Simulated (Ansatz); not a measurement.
Computed with Ansatz on PBE0-D4/def2-TZVP structures; ΔE is electronic, products minus reactants. CCSD(T)/CBS adds triple-zeta CCSD(T) − MP2 to the extrapolated MP2 energy (def2 sets, frozen cores). This one scheme is used for every species. DFT in def2-TZVPP. B3LYP here is the variant with VWN-RPA as its local correlation; programs differ in this. Triplets are unrestricted, without spin–orbit coupling. def2 core potentials past Kr. For In outer-core shells are correlated without core-valence functions, which leaves a few kJ/mol of doubt a bond. Each species was taken in one conformer, which may not be the lowest.

Consider the formal loss of a carbene: `C[SiH](N)[InH2]` → `[CH2]` (triplet) + `N[SiH2][InH2]`.

`C[SiH](N)[InH2]`:

```xyz
12

C     0.302   -0.635   -1.629
Si    0.428   -0.226    0.195
N    -0.567   -1.344    1.068
In   -0.364    2.150    0.800
H     0.938    0.032   -2.217
H     0.633   -1.661   -1.817
H    -0.725   -0.540   -1.989
H     1.889   -0.315    0.539
H    -0.829   -1.131    2.017
H    -0.411   -2.335    0.962
H    -0.132    3.521   -0.237
H    -1.162    2.483    2.308
```

`[CH2]` (triplet):

```xyz
3

C    -0.187   -0.203   -0.007
H     0.480   -0.283    0.837
H    -0.294    0.486   -0.830
```

`N[SiH2][InH2]`:

```xyz
9

N    -1.457    0.301    0.847
Si   -0.182   -0.754    0.347
In    1.384    0.523   -1.245
H    -1.244    1.260    1.070
H    -2.198   -0.045    1.437
H    -0.811   -1.926   -0.326
H     0.633   -1.340    1.463
H     1.413    2.258   -1.254
H     2.461   -0.277   -2.338
```

```csv
level,ΔE (eV),difference from CCSD(T)/CBS
PBE0-D4,4.93,-0.03
B3LYP-D4,4.87,-0.09
BHLYP-D4,4.75,-0.21
ωB97M-V,4.98,0.02
B2PLYP,4.84,-0.12
PBE,4.94,-0.02
BLYP,4.71,-0.25
r2SCAN,4.72,-0.24
PBE0,4.86,-0.10
r2SCANh,4.70,-0.26
BHLYP,4.65,-0.31
CAM-B3LYP,4.84,-0.12
HF/def2-TZVPP,3.35,-1.61
MP2/def2-TZVPP,4.99,0.03
SCS-MP2/def2-TZVPP,4.96,0.00
CCSD/def2-TZVPP,4.70,-0.26
CCSD(T)/CBS,4.96,0
```

Q: What do rigid-rotor, harmonic-oscillator terms from PBE0-D4/def2-TZVP frequencies (298.15 K, 1 bar) make of the CCSD(T)/CBS value? (Best estimate.)

A: Ansatz gave: ΔZPE = -0.32 eV, ΔH = +4.71 eV, ΔS = 158 J/(mol·K), ΔG = +4.22 eV. Open shells count their whole term as degenerate.

Largest T1 diagnostic among the species: 0.013.

From r2SCAN to r2SCAN0 (25 % exact exchange), in def2-TZVPP and without D4, ΔE moves by −0.05 eV. The D4 term adds +0.12 eV with B3LYP and +0.07 eV with PBE0; it sums over pairs of atoms, weighted by their polarisabilities, and B3LYP, whose exchange is more repulsive, gets the larger term.

CCSD(T)/CBS has its own doubt, a few kJ/mol and more with outer-core shells, so smaller differences from it don't rank the levels.
